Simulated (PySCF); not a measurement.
# Static response to an electric field

Compound: C4H6FOP.
Geometry (GFN2-xTB, Å), atoms numbered from 1 in this order:
```
atom  x, y, z in Å
C1    -2.1784   -0.1606   -0.2645
C2    -0.7927    0.3354   -0.1911
C3     0.0660    1.1390   -0.8369
F4     0.0264    1.9039   -1.9259
P5     0.7976    0.5089    0.6816
C6     1.9825   -0.8467    0.3902
O7     1.0210    1.2905    1.8982
H8    -2.6709   -0.0364    0.6989
H9    -2.7331    0.3839   -1.0272
H10   -2.1861   -1.2233   -0.5086
H11    1.9463   -1.5056    1.2562
H12    1.7415   -1.3848   -0.5188
H13    2.9756   -0.4035    0.3302
```

Level: PBE0/def2-SVPD (PySCF), static field, nuclei fixed, core orbitals frozen in the response. The polarisability tensor in these axes (au):

```
x   82.20 -0.12  7.58
y   -0.12 65.53 -3.19
z    7.58 -3.19 70.01
```

Q: Diagonalise the tensor; give its mean and Δα, where Δα² is half the sum of the squared differences of the eigenvalues.

A: Principal values 63.04, 68.76 and 85.94 au; mean 72.58 au = 10.76 Å³ = 11.97 × 10⁻⁴⁰ C²·m²/J; Δα = 20.64 au (28 % of the mean).

Q: What is the dipole moment, and where does it point?

A: (-1.03, -3.66, -2.06) D, 4.33 D in size, pointing from the negative to the positive side. Measured along this direction, the outermost atoms are O7 at the negative end and H10 at the positive end.

Q: Give the principal axes and the span of the nuclei along them.

A: Largest value along (0.89, -0.07, 0.44), where the nuclei span 5.76 Å; middle along (-0.38, -0.64, 0.66), 4.02 Å; least along (-0.23, 0.76, 0.60), 3.67 Å. The response follows the extents in order.

Q: Traceless (Buckingham) quadrupole moment about the centre of nuclear charge: eigenvalues?

A: -13.78, 1.98, 11.80 D·Å. The values depend on the origin, since the dipole doesn't vanish. The electronic extent ⟨r²⟩ about the same centre is 946 bohr², a root-mean-square distance of 2.07 Å for the 62 electrons.

Q: What would n − 1 = 2πNα be for an ideal gas of these molecules at 400 K and 1 atm, electronic part alone?

A: N = p/kT = 1.8347 × 10¹⁹ cm⁻³, so n − 1 = 2π × N × 10.76 × 10⁻²⁴ cm³ = 1240 × 10⁻⁶ at long wavelengths, for an ideal gas.

Isolated species at its GFN2-xTB geometry, gas phase.
